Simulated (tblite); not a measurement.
Species: C₇H₈ClO (doublet state).
Atom-mapped SMILES: `[CH2:1]=[C:2][C@@H:3]([CH3:4])[C@@H:5]1[O:6]/[C:7]1=[CH:8]/[Cl:9]` (hydrogens: H10, H11 on C1; H12 on C3; H13, H14, H15 on C4; H16 on C5; H17 on C8)

A start from a force field or distance geometry was refined with GFN2-xTB geometry optimisation, gas phase in tblite. Values at the start:

| coordinate | start |
| --- | --- |
| C1=C2 | 1.283 Å |
| C1–H10 | 1.082 Å |
| C1–H11 | 1.095 Å |
| C2–C3 | 1.493 Å |
| C3–C4 | 1.518 Å |
| C3–C5 | 1.486 Å |
| C3–H12 | 1.094 Å |
| C4–H13 | 1.109 Å |
| C5–O6 | 1.502 Å |
| C5–C7 | 1.397 Å |
| C5–H16 | 1.077 Å |
| O6–C7 | 1.328 Å |
| C7=C8 | 1.319 Å |
| C8–Cl9 | 1.705 Å |
| C8–H17 | 1.076 Å |
| C1–C2–C3 | 178.9° |
| C2–C3–C5 | 103.6° |
| C3–C5–O6 | 113.8° |
| C4–C3–C5 | 111.7° |
| C5–O6–C7 | 58.8° |
| C5–C7–O6 | 66.9° |
| C5–C7–C8 | 154.4° |
| O6–C7–C8 | 138.7° |
| C2–C3–C5–O6 | 159° |
| C3–C5–O6–C7 | -115° |
| C3–C5–C7–O6 | 97° |

Question: How do these coordinates change at the GFN2-xTB level?

Answer: 
```tsv
coordinate	GFN2-xTB (Å or °)	change
C5–O6	1.439	-0.063
C3–C5	1.528	+0.042
C5–C7	1.436	+0.039
C2–C3	1.461	-0.032
C4–H13	1.087	-0.022
C8–Cl9	1.726	+0.021
O6–C7	1.347	+0.019
C3–C4	1.534	+0.016
C1–H11	1.080	-0.015
C7=C8	1.309	-0.010
C1–H10	1.092	+0.010
C5–H16	1.086	+0.009
C1=C2	1.291	+0.008
C3–H12	1.098	+0.004
C8–H17	1.076	0.000
C1–C2–C3	143.6	-35.3
C2–C3–C5	110.3	+6.7
C5–C7–O6	62.2	-4.7
C3–C5–O6	117.4	+3.6
C5–O6–C7	62.0	+3.2
O6–C7–C8	141.1	+2.4
C5–C7–C8	156.7	+2.3
C4–C3–C5	109.5	-2.2
C2–C3–C5–O6	153	-6
C3–C5–C7–O6	104	+7
C3–C5–O6–C7	-111	+4
```

The energy falls by 36.2 kJ/mol over 118 L-BFGS steps, the largest force on an atom goes from 2.67 to 0.010 eV/Å, and the atoms move by 0.396 Å rms after alignment. The bond that changes most is C5–O6 (ends: carbon bonded to 2 C, O and H; oxygen bonded to 2 C), which shortens by 0.063 Å. Bonds longer at the end by more than 0.005 Å: 8 of 17; shorter: 6. Among the dihedrals that turn most is H12–C3–C5–C7, from -21° to -31°. Rotational constants go from 1918, 920.7, 642.1 to 2069, 948.4, 676.4 MHz.

Its GFN2-xTB frequencies are all real (lowest 43 cm⁻¹).

One conformer stands for the species.

These are computed values.
